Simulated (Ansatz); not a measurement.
AlCl3H2S (`[SH2+][Al-]([Cl])([Cl])[Cl]`), charge 0, multiplicity 1.

**Question.** Give a relaxed structure at PBE0-D4/def2-TZVP (the Gaussian-basis code of Ansatz). (Estimate.)

**Answer.** Computed: 
```xyz
7

S    -0.992   -0.351   -1.128
Al    0.754    0.489    0.400
Cl    2.442   -0.010   -0.745
Cl    0.159    2.502    0.481
Cl    0.393   -0.676    2.116
H    -1.995   -0.297   -0.231
H    -0.760   -1.656   -0.894
```
Point group Cs.
